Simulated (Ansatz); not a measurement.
Spectroscopic constants of LiC, multiplicity 4 (lowest of 2S+1 = 2, 4 at CCSD(T)/def2-TZVPP on PBE0 minima; our sources give no spin for the ground state, which may be another).

Seven points along R, fitted to fifth degree in 1/R; most abundant isotopes. Runs in def2 and cc sets follow the lowest solution found near the PBE0 minimum.

Correlated levels freeze the cores. CBS(a, b) extrapolates the correlation energy as X⁻³ and adds the Hartree–Fock energy of set b.

The values were computed with Ansatz (Gaussian orbitals). Each number belongs to the level named beside it.

Task: What bond length and harmonic frequency does CAM-B3LYP/def2-TZVPP give, and what D_e (from each atom's lowest state at the same level)?

Result: r_e = 1.867 Å, ω_e = 711 cm⁻¹, D_e = 2.58 eV.

Task: What bond length and harmonic frequency does wB97X-V/def2-TZVPP give, and what D_e (from each atom's lowest state at the same level)?

Result: r_e = 1.883 Å, ω_e = 701 cm⁻¹, D_e = 2.50 eV.

Task: What bond length and harmonic frequency does CCSD(T)/CBS(aug-cc-pVTZ, aug-cc-pVQZ) give?

Result: r_e = 1.896 Å, ω_e = 688 cm⁻¹.

Ansatz is a program for electronic structure.
